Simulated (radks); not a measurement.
The numbers below are computed, except where a source is named.
Hg, 80 electrons, occupied as [Hg].

Code: a radial shooting solver on a logarithmic mesh with Libxc functionals. Model: scalar-relativistic Kohn-Sham, r2SCAN, spin-polarised, spherical densities, finite nucleus; meta-GGA in the generalised Kohn-Sham scheme; Fermi nuclear charge, rms radius 5.4648 fm.

Energy parts (eV):
total: -533894.01
kinetic: 599006.80
electron-nucleus: -1329797.83
Hartree: 206990.04
exchange-correlation: -10093.02

Orbitals (lengths in bohr, moments of r in powers of bohr; r(max) is where P^2 peaks):
orbital  occ.  eigenvalue (eV)   <1/r>      <r^2>   r(max)
1s          2        -83239.81   97.53  0.0003810  0.01022
2s          2        -14782.12   22.90   0.005796  0.05913
2p          6        -12746.91   20.28   0.004899  0.04906
3s          2        -3519.175   8.501    0.03728   0.1666
3p          6        -2928.550   7.729    0.03844   0.1662
3d         10        -2305.221   7.258    0.03189   0.1356
4s          2        -780.4308   3.640     0.1797   0.3757
4p          6        -585.9591   3.285     0.2053   0.3956
4d         10        -353.8275   2.947     0.2326   0.4028
4f         14         -96.9816   2.533     0.2811   0.3676
5s          2        -120.5354   1.497     0.9188   0.8286
5p          6         -68.3438   1.274      1.228   0.9283
5d         10         -10.2384  0.8887      2.668    1.161
6s          2          -7.0380  0.4777      8.197    2.206

The highest occupied level is 6s at -7.038 eV. The electron density at the nucleus is 2.5e+06 e/bohr^3 (large components only).
